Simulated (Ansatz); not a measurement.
`[F][InH][I]` + H₂Se → `[F][InH][SeH]` + HI at 600 K and 1 bar (ligand exchange at the In–I bond).

Computed with Ansatz on PBE0-D4/def2-TZVP structures; ΔE is electronic, products minus reactants. CCSD(T)/CBS adds triple-zeta CCSD(T) − MP2 to the extrapolated MP2 energy (def2 sets, frozen cores). Elements past krypton have def2 core potentials. For I, In, Se outer-core shells are correlated without core-valence functions, which leaves a few kJ/mol of doubt a bond. Scalar relativity is left out up to krypton. One conformer a species, not always the lowest.

```
        species  CCSD(T)/CBS energy (Eh)  H − E (kJ/mol)  S (J/(mol·K))
  `[F][InH][I]`               -587.72167            58.2          376.6
           H₂Se              -2401.89790            57.0          244.8
`[F][InH][SeH]`              -2691.57127            83.9          389.5
             HI               -298.03592            31.6          227.0
```

H − E and S are ideal-gas, rigid-rotor, harmonic terms from PBE0-D4/def2-TZVP, for one conformer and one mirror image of each species. 1 Eh = 2625.50 kJ/mol, R = 8.31446 J/(mol·K).

Problem. By hand: ΔE, ΔH, ΔS and ΔG.

Solution. ΔE = (-2691.57127) + (-298.03592) − (-587.72167) − (-2401.89790) = 0.01238 Eh = 32.5 kJ/mol. Δ(H − E) = 83.9 + 31.6 − 58.2 − 57.0 = 0.3, so ΔH = 32.8 kJ/mol. ΔS = 389.5 + 227.0 − 376.6 − 244.8 = -4.9 J/(mol·K). ΔG = 32.8 − 600 × (-4.9)/1000 = 35.7 kJ/mol.

Problem. By hand: the equilibrium constant, and the temperature at which ΔG would vanish if ΔH and ΔS stayed fixed.

Solution. log₁₀ K = −ΔG/(RT ln 10) = -3.1. ΔH and −TΔS have one sign here, so there is no such temperature.

The number of gas molecules stays the same, so ΔS is small and ΔH decides. A doubt of 5 kJ/mol in ΔE shifts log₁₀ K by 0.4 here. Other conformers and mirror images would add mixing entropy, several J/(mol·K) or more a flexible species. These are equilibria of isolated gas molecules and say nothing of rates. Largest T1 diagnostic: 0.014 (customary marks: 0.02 for closed shells, 0.045 for open ones).

ΔS is within the doubt of such terms, so its sign, and with it that verdict, could turn.
